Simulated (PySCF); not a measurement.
## Calculated data, CH4AlSi, Al2H4N

Computed with PySCF 2.14.0. Calculation on a computer-drawn molecule: optimised geometry and harmonic frequencies of an isolated molecule of the commonest isotopes, restricted reference for singlets and unrestricted otherwise, frozen core in MP2.

Common to all runs: charge 0; multiplicity 2; basis cc-pV(D+d)Z.

```yaml
- entry: 1
  formula: CH4AlSi
  start_structure:
    atoms_angstrom:
      - [Al, 0.1755, -2.1143, 2.1739]
      - [C, 0.2547, -0.3179, 1.3076]
      - [Si, 0.7447, 0.1853, -0.2965]
      - [H, 0.905, -3.5491, 2.4235]
      - [H, 0.6507, 0.36, 2.0988]
      - [H, 0.2541, -0.4888, -1.5057]
      - [H, 1.5718, 1.3544, -0.7077]
  given:
    method: HF
    drawn_bonds_atom: [1, 2, 1, 2, 3, 3]
    drawn_bonds_other_atom: [2, 3, 4, 5, 6, 7]
    drawn_bonds_order: [1, 2, 1, 1, 1, 1]
  results:
    optimised_atom_element: [Al, C, Si, H, H, H, H]
    "optimised_atom_x [angstrom]": [0.4007, 0.6155, 0.786, 0.3869, 0.6337, 0.7797, 0.9541]
    "optimised_atom_y [angstrom]": [-1.966, -0.2204, -0.005861, -3.221, 0.6784, -1.131, 1.295]
    "optimised_atom_z [angstrom]": [2.361, 1.565, -0.1198, 1.373, 2.179, -1.068, -0.7964]
    "modes_frequency [cm^-1]": [169.4, 227.2, 326.6, 548.6, 585.2, 609.8, 768.4, 826.6, 947.9, 1033, 1110, 1896, 2343, 2373, 3293]
    "modes_reduced_mass [dalton]": [3.507, 1.679, 1.025, 1.65, 1.563, 1.199, 1.613, 1.083, 1.87, 1.038, 2.289, 1.043, 1.038, 1.044, 1.085]
    "rotational_constants [GHz]": [30.19, 3.301, 2.976]
    "total_energy [hartree]": -570.9681
    spin_squared: 0.8043
    "convergence_status_largest_gradient_component [hartree/bohr]": 2.671e-05
- entry: 2
  formula: Al2H4N
  start_structure:
    atoms_angstrom:
      - [Al, 0.0448, -0.1078, -0.6588]
      - ["N", -1.5926, 0.4976, -0.009]
      - [Al, -2.5122, 2.0324, 0.2876]
      - [H, 0.5207, -0.1388, -2.1426]
      - [H, -2.2566, -0.2446, 0.1209]
      - [H, -2.2106, 2.8568, 1.55]
      - [H, -3.6179, 2.6113, -0.6847]
  given:
    method: HF
    drawn_bonds_atom: [1, 2, 1, 2, 3, 3]
    drawn_bonds_other_atom: [2, 3, 4, 5, 6, 7]
    drawn_bonds_order: [1, 1, 1, 1, 1, 1]
  results:
    optimised_atom_element: [Al, "N", Al, H, H, H, H]
    "optimised_atom_x [angstrom]": [-0.3369, -1.92, -2.393, 0.9015, -2.682, -1.294, -3.9]
    "optimised_atom_y [angstrom]": [-0.3539, 0.3116, 1.951, 0.6472, -0.3515, 3.08, 2.223]
    "optimised_atom_z [angstrom]": [-0.8802, -0.3661, 0.1698, -0.8785, -0.3794, 0.2353, 0.5627]
    "modes_frequency [cm^-1]": [175.5, 178.6, 243.7, 507.6, 601.3, 652.8, 666.0, 728.7, 843.3, 901.5, 1121, 1912, 1984, 2004, 3731]
    "modes_reduced_mass [dalton]": [1.407, 3.334, 1.228, 1.232, 2.086, 1.075, 1.223, 1.904, 1.092, 3.176, 1.407, 1.043, 1.049, 1.035, 1.074]
    "rotational_constants [GHz]": [33.1, 3.198, 2.917]
    "total_energy [hartree]": -540.6451
    spin_squared: 0.7545
    "convergence_status_largest_gradient_component [hartree/bohr]": 3.67e-05
- entry: 3
  formula: Al2H4N
  start_structure:
    atoms_angstrom:
      - [Al, -0.3369, -0.3539, -0.8802]
      - ["N", -1.9202, 0.3116, -0.3661]
      - [Al, -2.3931, 1.9511, 0.1698]
      - [H, 0.9015, 0.6472, -0.8785]
      - [H, -2.6815, -0.3515, -0.3794]
      - [H, -1.294, 3.0796, 0.2353]
      - [H, -3.9001, 2.2227, 0.5627]
  given:
    method: MP2
    drawn_bonds_atom: [1, 2, 1, 2, 3, 3]
    drawn_bonds_other_atom: [2, 3, 4, 5, 6, 7]
    drawn_bonds_order: [1, 1, 1, 1, 1, 1]
  results:
    optimised_atom_element: [Al, "N", Al, H, H, H, H]
    "optimised_atom_x [angstrom]": [-0.3203, -1.936, -2.391, 0.8838, -2.707, -1.26, -3.894]
    "optimised_atom_y [angstrom]": [-0.3479, 0.2924, 1.957, 0.694, -0.3846, 3.053, 2.243]
    "optimised_atom_z [angstrom]": [-0.882, -0.3677, 0.1709, -0.8622, -0.3831, 0.221, 0.5668]
    "modes_frequency [cm^-1]": [157.5, 164.4, 243.5, 474.1, 572.2, 620.7, 639.6, 692.5, 801.7, 855.7, 1031, 1897, 1968, 1989, 3554]
    "modes_reduced_mass [dalton]": [1.594, 3.388, 1.116, 1.183, 2.127, 1.205, 1.067, 1.961, 1.099, 2.845, 1.472, 1.044, 1.036, 1.048, 1.074]
    "rotational_constants [GHz]": [31.51, 3.186, 2.893]
    "total_energy [hartree]": -540.9327
    spin_squared: 0.7547
    "convergence_status_largest_gradient_component [hartree/bohr]": 2.934e-05
```
